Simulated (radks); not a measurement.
The numbers below are computed, except where a source is named.
Question: Ionisation of neutral titanium, [Ar] 3d2 4s2, to Ti+, [Ar] 3d2 4s1, under several functionals. Scalar-relativistic Kohn-Sham, spin-polarised, spherical densities, finite nucleus; open shells are filled with parallel spins first; a radial shooting solver on a logarithmic mesh with Libxc functionals. The NIST Atomic Spectra Database gives 6.828 eV (measured). Rank these functionals by the error of their Delta-SCF ionisation energy: LDA (Slater exchange, VWN5 correlation); PW91; PBEsol; AM05; exchange-only LDA; Wu-Cohen GGA; r2SCAN; HCTH/407.

Answer: From best to worst: PW91 6.739 eV (-0.089); LDA (Slater exchange, VWN5 correlation) 6.929 eV (+0.101); PBEsol 6.654 eV (-0.174); AM05 6.614 eV (-0.215); Wu-Cohen GGA 6.560 eV (-0.268); r2SCAN 6.426 eV (-0.402); HCTH/407 7.374 eV (+0.546); exchange-only LDA 5.616 eV (-1.212). Open shells are spherical and high-spin; term and fine-structure splittings are not resolved.
